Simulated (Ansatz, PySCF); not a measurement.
CH3Cl2FGeO (SMILES C[O][Ge]([F])([Cl])[Cl]), singlet, geometry from GFN2-xTB. Base run: CASSCF(2,2)/STO-3G run with PySCF.

Input for PySCF:
```python
from pyscf import gto, scf, mcscf
import numpy

mol = gto.M(
    atom='''
C    -2.64301982    0.01036582   -0.66262634
O    -1.36570674    0.64129541   -0.63972672
Ge    0.13710583   -0.04147760   -0.08004707
F     0.43096675   -1.45880793   -1.10957450
Cl    1.57886136    1.38658409   -0.47632033
Cl    0.03561555   -0.81826648    1.86883889
H    -2.98106436   -0.23338158    0.34634226
H    -2.62333564   -0.89765853   -1.26654382
H    -3.32402214    0.73363737   -1.11136574
''',
    basis='sto-3g',
    verbose=3,
)

mf = scf.RHF(mol)
mf.kernel()
mc = mcscf.CASSCF(mf, 2, 2)
mc.fix_spin_(ss=0.0)
mc.kernel()
occ = numpy.linalg.eigvalsh(mc.fcisolver.make_rdm1(mc.ci, mc.ncas, mc.nelecas))[::-1]
ss = mc.fcisolver.spin_square(mc.ci, mc.ncas, mc.nelecas)[0]
print('natural occupations', occ.round(4), ' <S^2>', round(ss, 4))
```

Programs used: Ansatz (an electronic-structure program), PySCF; a row that names a program was run with it.

Variants of this job, named by their change:

| change | ΔE vs base (mEh) | natural occupations | <S^2> of the state |
|---|---|---|---|
| base | 0.000 | 1.99 0.01 | 0.00 |
| state_average = 2 states | 21.924 | - | - |
| fix_spin_ = off | 0.000 | 1.99 0.01 | 0.00 |
| code = ansatz; correction = SC-NEVPT2, all electrons | -144.3 | - | - |
| active space = 2 electrons, 4 orbitals | -7.442 | 1.98 0.02 0.00 0.00 | 0.00 |
| active space = 6 electrons, 6 orbitals | -56.042 | 1.98 1.97 1.96 0.04 0.03 0.02 | 0.00 |
| active space = 2 electrons, 3 orbitals | -0.115 | 1.99 0.01 0.00 | 0.00 |
| start = MP2 natural orbitals | -14.549 | 1.96 0.04 | 0.00 |
| active space = 8 electrons, 7 orbitals | -60.251 | 2.00 1.98 1.97 1.96 0.04 0.03 0.02 | 0.00 |
| conv_tol = 1e-5 | 0.000 | 1.99 0.01 | 0.00 |
| correction = SC-NEVPT2 | -140.2 | 1.99 0.01 | 0.00 |

Active orbitals are taken around the Fermi level unless the row says otherwise; CASSCF can end in different local minima, and two programs can end on different orbitals. State-averaged rows give the lowest state.
